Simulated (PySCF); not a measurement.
Zn(NH2)(SeH) (H3NSeZn), SMILES [NH2][Zn][SeH].

Geometry: B3LYP-D3(BJ)/def2-SVP. The structure was generated by enumeration; whether it is a known compound was not checked. The values are those of a single conformer.

All values below come from TDA-PBE/def2-SVPD (PySCF 2.14.0).

Vertical excitations. The molecule is in vacuum. State labels are in the subgroup Cs.

| state | symmetry | energy (eV) | λ (nm) | f | main pairs |
|---|---|---|---|---|---|
| S1 | A" | 4.31 | 288 | 0.034 | HOMO−1→LUMO 99 % |
| S2 | A' | 4.42 | 280 | 0.042 | HOMO→LUMO 88 % |
| S3 | A" | 4.99 | 249 | 0.005 | HOMO−1→LUMO+1 97 % |
| S4 | A" | 5.08 | 244 | 0.002 | HOMO→LUMO+2 100 % |
| S5 | A' | 5.19 | 239 | 0.033 | HOMO→LUMO+1 69 %, HOMO→LUMO+3 20 % |
| S6 | A' | 5.40 | 230 | 0.026 | HOMO−1→LUMO+2 81 %, HOMO−2→LUMO 16 % |
| S7 | A" | 5.63 | 220 | 0.010 | HOMO−1→LUMO+3 98 % |
| S8 | A' | 5.76 | 215 | 0.010 | HOMO→LUMO+3 76 %, HOMO→LUMO+1 14 % |
| S9 | A' | 6.15 | 202 | 0.031 | HOMO→LUMO+4 98 % |
| S10 | A" | 6.17 | 201 | 0.016 | HOMO−1→LUMO+4 99 % |
| T1 | A' | 3.88 | 319 | 0 | HOMO→LUMO 97 % |
| T2 | A" | 4.02 | 308 | 0 | HOMO−1→LUMO 99 % |
| T3 | A' | 4.66 | 266 | 0 | HOMO→LUMO+1 93 % |
| T4 | A" | 4.71 | 263 | 0 | HOMO−1→LUMO+1 98 % |
Triplets are in the Tamm–Dancoff approximation.
